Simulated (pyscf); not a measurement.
Structures and frequencies: ωB97X-D3(BJ)/def2-SVP in PySCF.

SMILES: ClCCCCl
```xyz
11

Cl     1.8910    -0.2748    -0.5134
C      0.9186     0.8542     0.4805
C     -0.2382     1.4380    -0.3148
C     -1.2448     0.4045    -0.7947
Cl    -2.0350    -0.4261     0.5814
H      1.5979     1.6440     0.8277
H      0.5520     0.2882     1.3472
H      0.1557     1.9705    -1.1970
H     -0.7507     2.1821     0.3180
H     -2.0411     0.8737    -1.3874
H     -0.7537    -0.3690    -1.4001
```

Q: What is the homolytic dissociation enthalpy (298 K, ωB97M-D3(BJ)/def2-TZVP) of the C–C bond of `[Cl][CH2][CH2][CH2][Cl]`, to •H₂C–Cl + •H₂C–CH₂–Cl?

A: C–C to •H₂C–Cl + •H₂C–CH₂–Cl: 88.0 kcal/mol. The 7 functionals that were run give +78.3 (r²SCAN) to +88.7 kcal/mol (ωB97X-D3(BJ)). Other isomers of •H₂C–CH₂–Cl were not searched in full and may lie lower.
